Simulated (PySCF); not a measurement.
Here is a computed PBE0-D3(BJ)/def2-SVP geometry (Å):
```
atom  x, y, z in Å
C1    -2.435    0.890   -0.394
N2    -1.628    0.026    0.423
C3    -2.240   -0.706    1.498
C4    -0.253    0.124    0.365
C5     0.387    0.961   -0.573
C6     1.773    1.043   -0.643
C7     2.585    0.304    0.220
S8     4.355    0.365    0.188
C9     1.962   -0.519    1.164
C10    0.578   -0.606    1.241
H11   -2.308    1.963   -0.148
H12   -2.204    0.766   -1.465
H13   -3.493    0.635   -0.258
H14   -3.330   -0.691    1.372
H15   -1.925   -1.763    1.503
H16   -2.007   -0.283    2.496
H17   -0.200    1.564   -1.266
H18    2.222    1.705   -1.388
H19    4.462    1.217   -0.851
H20    2.568   -1.105    1.859
H21    0.144   -1.258    1.998
```

Charge 0, singlet.

(1) Read off the bonds between heavy atoms and their formal orders.

(2) Write the SMILES.

(3) Which rings does it hold (smallest set)?

(4) Describe the place of each heavy atom.

(5) What is the arrangement about C5?

(6) What is the arrangement about S8?

Answers

(1) C1–N2 1.44 Å (single); N2–C3 1.44 Å (single); N2–C4 1.38 Å (single); C4–C5 1.41 Å (aromatic); C5–C6 1.39 Å (aromatic); C6–C7 1.40 Å (aromatic); C7–S8 1.77 Å (single); C7–C9 1.40 Å (aromatic); C9–C10 1.39 Å (aromatic); C4–C10 1.41 Å (aromatic). Bonds to hydrogen (Å): C1–H11 1.11; C1–H12 1.10; C1–H13 1.10; C3–H14 1.10; C3–H15 1.10; C3–H16 1.11; C5–H17 1.09; C6–H18 1.09; S8–H19 1.35; C9–H20 1.09; C10–H21 1.09.

(2) `CN(C)c1ccc(S)cc1`, C8H11NS, 4-(dimethylamino)thiophenol. Among its features: benzene ring, amine and thiol.

(3) C4–C5–C6–C7–C9–C10 (6 members, 0.00 Å rms from planarity).

(4) C1/C3: N-methyl carbon; N2: aniline-type nitrogen; C4: aromatic carbon bearing nitrogen; C5/C10: aromatic CH carbon; C6/C9: aromatic CH carbon; C7: substituted aromatic carbon; S8: thiol sulfur.

(5) It has 3 neighbours (C4, C6, H17) and is planar (angles 121.4°, 120.5° and 118.1°, sum 360.0°, 0.00 Å off the plane of its three neighbours).

(6) It has 2 neighbours (C7, H19) and is bent (angle 96.6°).
